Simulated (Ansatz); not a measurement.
BODIPY (C₁₃H₁₅BF₂N₂), relaxed as a singlet with RKS PBE-D4/def2-SVP in Ansatz, starting from the GFN2-xTB geometry. Force threshold 0.03 eV/Å.

Start:

```
atom    x (Å)    y (Å)    z (Å)
  C1   3.4799  -0.1304   1.8927
  C2   2.0941   0.4052   1.8405
  C3   1.4934   1.2928   2.7092
  C4   0.1842   1.5250   2.2544
  C5  -0.8511   2.4005   2.8422
  N6  -0.0284   0.8137   1.1440
  C7   1.1208   0.1067   0.8471
  C8   1.1882  -0.7156  -0.2633
  C9   0.1077  -0.8544  -1.1160
 C10  -0.0429  -1.6283  -2.2997
 C11   0.9969  -2.5036  -2.9012
 C12  -1.3251  -1.3919  -2.7499
 C13  -1.9381  -0.4941  -1.8591
 C14  -3.3052   0.0654  -1.9152
 N15  -1.0759  -0.1793  -0.8886
 B16  -1.3262   0.7645   0.3081
 F17  -1.6424   2.0341  -0.1458
 F18  -2.3691   0.2805   1.0821
 H19   3.4859  -1.2073   1.7320
 H20   4.0912   0.3290   1.1148
 H21   3.9326   0.0852   2.8572
 H22   1.9341   1.7365   3.5804
 H23  -1.7584   1.8266   3.0226
 H24  -1.1107   3.1873   2.1348
 H25  -0.5010   2.8425   3.7700
 H26   2.0990  -1.2555  -0.4703
 H27   0.6015  -3.0174  -3.7733
 H28   1.8619  -1.9145  -3.2057
 H29   1.3349  -3.2460  -2.1790
 H30  -1.7901  -1.8108  -3.6208
 H31  -3.8563  -0.3418  -2.7578
 H32  -3.8315  -0.1549  -0.9877
 H33  -3.2537   1.1505  -1.9990
```

```json
{"step": "1", "energy (eV)": "-22778.4058", "largest force component (eV/Å)": "0.887", "SCF passes": "25"}
{"step": "2", "energy (eV)": "-22778.6262", "largest force component (eV/Å)": "0.244", "SCF passes": "24"}
{"step": "3", "energy (eV)": "-22778.6493", "largest force component (eV/Å)": "0.051", "SCF passes": "24"}
{"step": "4", "energy (eV)": "-22778.6495", "largest force component (eV/Å)": "0.027", "SCF passes": "25"}
```

Force components are those of the run's own axes.

End:

```xyz
33

C     3.5144   -0.1303    1.9068
C     2.1199    0.4087    1.8578
C     1.5075    1.3037    2.7421
C     0.1833    1.5455    2.2792
C    -0.8636    2.4245    2.8718
N    -0.0299    0.8253    1.1507
C     1.1335    0.1126    0.8585
C     1.1953   -0.7195   -0.2634
C     0.1078   -0.8643   -1.1297
C    -0.0380   -1.6493   -2.3223
C     1.0072   -2.5302   -2.9297
C    -1.3381   -1.4076   -2.7790
C    -1.9605   -0.4969   -1.8788
C    -3.3386    0.0670   -1.9303
N    -1.0842   -0.1780   -0.8953
B    -1.3527    0.7869    0.3106
F    -1.6549    2.0695   -0.1622
F    -2.4024    0.2904    1.0940
H     3.5398   -1.2293    1.7560
H     4.1543    0.3189    1.1169
H     3.9916    0.0874    2.8815
H     1.9525    1.7513    3.6389
H    -1.7887    1.8448    3.0665
H    -1.1477    3.2236    2.1565
H    -0.5102    2.8841    3.8125
H     2.1231   -1.2722   -0.4711
H     0.6156   -3.0561   -3.8211
H     1.8991   -1.9499   -3.2486
H     1.3637   -3.3008   -2.2143
H    -1.8131   -1.8352   -3.6702
H    -3.9020   -0.3389   -2.7899
H    -3.8828   -0.1590   -0.9907
H    -3.3011    1.1733   -2.0038
```

By distances, no bond broke or formed. The bond that changes most is C12–H30, from 1.07 to 1.10 Å (atoms count from 1).

No frequencies were taken in this run, so the end may be a saddle point.

It took 9.5 s on 2 threads of AMD EPYC 7R13 on a shared host and a share (18 GiB) of an NVIDIA H100 80GB HBM3, peak host memory 1 GiB.
